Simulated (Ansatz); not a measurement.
A nudged elastic band was laid between two geometries of AsBFH5OSi (10 atoms, charge 0, multiplicity 1).

The calculation used Ansatz, RKS revPBE/def2-SVP.

```yaml
movable_images: 7
climbing_image: yes
spring: 5.0 eV/Å²
optimiser: quadratic models (default)
start_path: through a guess of the saddle point
force_threshold: 0.03 eV/Å
iteration_limit: 60
end_points: relaxed
```

Image 0:

```xyz
10
Properties=species:S:1:pos:R:3
O -2.483 0.785 0.182
Si -1.192 -0.313 0.306
B 0.636 0.545 -0.080
F 0.704 1.862 -0.358
As 2.427 -0.471 0.110
H -2.305 1.648 0.594
H -1.128 -0.985 1.664
H -1.477 -1.391 -0.704
H 3.009 0.046 -1.216
H 1.891 -1.779 -0.493
```

Image 8:

```xyz
10
Properties=species:S:1:pos:R:3
O -2.285 0.521 0.216
Si -0.980 -1.135 0.211
B 0.554 0.178 -0.039
F 0.224 1.470 -0.418
As 2.586 -0.167 0.193
H -1.692 1.286 0.017
H -0.872 -1.127 1.746
H -2.861 0.434 -0.569
H 2.932 0.165 -1.273
H 2.478 -1.677 -0.081
```

(1) What changes between the two ends?

(2) What energy profile does the band end with?

(3) What is the geometry of the highest image?

The band took 22 iterations and of the order of 4 core-minutes.

## Answers

(1) Bonds broken: Si2–H8. Bonds formed: O1–H8.

(2) The run converged. The highest image is number 5 of 0 to 8, 2.70 eV above the first end and 0.83 eV above the last; the last end lies 1.87 eV above the first. Beside the main top the profile has a ripple of under 15 meV (maxima at images 1, 5), which may be a very shallow well or noise. Neighbouring images differ by up to 1.3 eV, so the band resolves the path poorly. A vibrational analysis at the climbing image gives one clearly imaginary mode, 1278i cm⁻¹: a first-order saddle point. The orbitals stay closed-shell, which can raise the energy where a bond breaks towards radicals; this wasn't checked here.

```json
{"image": "0", "path coordinate (Å)": "0.00", "energy (eV)": "0.00", "Si2–H8 (Å)": "1.50", "O1–H8 (Å)": "2.56"}
{"image": "1", "path coordinate (Å)": "0.53", "energy (eV)": "0.01", "Si2–H8 (Å)": "1.51", "O1–H8 (Å)": "2.63"}
{"image": "2", "path coordinate (Å)": "1.06", "energy (eV)": "0.00", "Si2–H8 (Å)": "1.52", "O1–H8 (Å)": "2.67"}
{"image": "3", "path coordinate (Å)": "1.60", "energy (eV)": "0.19", "Si2–H8 (Å)": "1.51", "O1–H8 (Å)": "2.44"}
{"image": "4", "path coordinate (Å)": "2.13", "energy (eV)": "1.43", "Si2–H8 (Å)": "1.50", "O1–H8 (Å)": "1.90"}
{"image": "5", "path coordinate (Å)": "2.66", "energy (eV)": "2.70", "Si2–H8 (Å)": "1.64", "O1–H8 (Å)": "1.31"}
{"image": "6", "path coordinate (Å)": "3.25", "energy (eV)": "2.07", "Si2–H8 (Å)": "2.20", "O1–H8 (Å)": "0.99"}
{"image": "7", "path coordinate (Å)": "3.84", "energy (eV)": "1.90", "Si2–H8 (Å)": "2.54", "O1–H8 (Å)": "0.98"}
{"image": "8", "path coordinate (Å)": "4.43", "energy (eV)": "1.87", "Si2–H8 (Å)": "2.57", "O1–H8 (Å)": "0.98"}
```

(3) 
```xyz
10
Properties=species:S:1:pos:R:3
O -2.483 0.628 0.470
Si -0.962 -0.610 0.278
B 0.702 0.470 -0.075
F 0.595 1.748 -0.514
As 2.608 -0.313 0.124
H -2.248 1.450 -0.016
H -0.893 -1.268 1.637
H -2.401 -0.305 -0.444
H 2.999 -0.083 -1.348
H 2.167 -1.769 -0.110
```

Time of the run: 120 s on 2 threads of AMD EPYC 9R45 96-Core Processor (Zen 5), on a shared host, peak memory 0.19 GiB.
